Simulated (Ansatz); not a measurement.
Cost and result for the atomization energy of C2H7AlGe (`C=[C]([AlH2])[GeH3]`) (11 atoms, 10 bonds).

```xyz
11

C    -0.260   -1.091   -1.110
C    -0.153   -0.126   -0.187
Al   -1.716    0.996    0.080
Ge    1.523    0.058    0.781
H     0.548   -1.785   -1.350
H    -1.175   -1.243   -1.686
H    -2.991    0.683   -0.815
H    -1.715    2.172    1.146
H     2.521   -1.014    0.297
H     1.292   -0.108    2.295
H     2.127    1.456    0.551
```

Charge 0, multiplicity 1. Correlated methods include outer-core shells of Ge, which these sets cover unevenly. Scalar relativity is left out up to krypton. The geometry is a stationary point of PBE0-D4/def2-TZVP. Program: Ansatz. All runs use 4 threads of an Arm Neoverse V2 on a shared host. Times are those of one run each, without the atoms' runs, and a repeat can differ threefold. Electronic energies, without spin–orbit coupling; frozen cores. CCSD(T)/CBS adds CCSD(T) − MP2 in def2-TZVPP to the MP2 limit, and its time is that of the two runs behind it. T1 = 0.012. With those shells the extrapolation isn't a true limit. B3LYP takes the VWN-RPA correlation (the form of Gaussian; ORCA's B3LYP/G).

CCSD(T)/CBS is a level of theory with its own doubt, some kJ/mol a heavy atom from the limit and from the frozen cores, so smaller differences don't rank the functionals.

```tsv
level	functions	wall time
PBE-D4/def2-TZVPP (with forces)	250	2.6 s
PBE0-D4/def2-TZVPP	250	3.4 s
r2SCAN-D4/def2-TZVPP (with forces)	250	5.5 s
B3LYP-D4/def2-TZVPP (with forces)	250	5.5 s
B2PLYP/def2-TZVPP	250	6 s
ωB97X-V/def2-TZVPP	250	8.5 s
ωB97M-V/def2-TZVPP (with forces)	250	12 s
MP2/def2-QZVPP	483	27 s
CCSD(T)/def2-TZVPP	250	2.5 min
CCSD(T)/CBS(def2)	–	2.9 min
```

(1) What atomization energy does each give, and how far from CCSD(T)/CBS? (Best estimate.)

Answers

(1) Ansatz gave: 
```json
{"level": "PBE-D4/def2-TZVPP (with forces)", "atomization (kJ/mol)": "3551.6", "difference from CCSD(T)/CBS": "-0.4", "per bond": "0.0"}
{"level": "PBE0-D4/def2-TZVPP", "atomization (kJ/mol)": "3522.3", "difference from CCSD(T)/CBS": "-29.7", "per bond": "-3.0"}
{"level": "r2SCAN-D4/def2-TZVPP (with forces)", "atomization (kJ/mol)": "3548.3", "difference from CCSD(T)/CBS": "-3.7", "per bond": "-0.4"}
{"level": "B3LYP-D4/def2-TZVPP (with forces)", "atomization (kJ/mol)": "3533.8", "difference from CCSD(T)/CBS": "-18.2", "per bond": "-1.8"}
{"level": "B2PLYP/def2-TZVPP", "atomization (kJ/mol)": "3498.5", "difference from CCSD(T)/CBS": "-53.5", "per bond": "-5.3"}
{"level": "ωB97X-V/def2-TZVPP", "atomization (kJ/mol)": "3555.9", "difference from CCSD(T)/CBS": "3.9", "per bond": "0.4"}
{"level": "ωB97M-V/def2-TZVPP (with forces)", "atomization (kJ/mol)": "3536.7", "difference from CCSD(T)/CBS": "-15.3", "per bond": "-1.5"}
{"level": "MP2/def2-QZVPP", "atomization (kJ/mol)": "3528.5", "difference from CCSD(T)/CBS": "-23.5", "per bond": "-2.4"}
{"level": "CCSD(T)/def2-TZVPP", "atomization (kJ/mol)": "3480.2", "difference from CCSD(T)/CBS": "-71.8", "per bond": "-7.2"}
{"level": "CCSD(T)/CBS(def2)", "atomization (kJ/mol)": "3552.0", "difference from CCSD(T)/CBS": "0.0", "per bond": "0.0"}
```

From PBE to PBE0 (25 % exact exchange), in def2-TZVPP and without D4, the atomization energy moves by −25.8 kJ/mol: exact exchange takes away binding that semilocal exchange gives to molecules. The D4 term adds +37.7 kJ/mol with B3LYP and +19.8 kJ/mol with PBE0; it sums over pairs of atoms, weighted by their polarisabilities, and B3LYP, whose exchange is more repulsive, gets the larger term. In def2-TZVPP, CCSD(T) changes the Hartree–Fock value by +830.5 kJ/mol (the triples alone add +45.9 kJ/mol) and MP2 by +836.8 kJ/mol; breaking electron pairs costs correlation energy, which Hartree–Fock lacks.
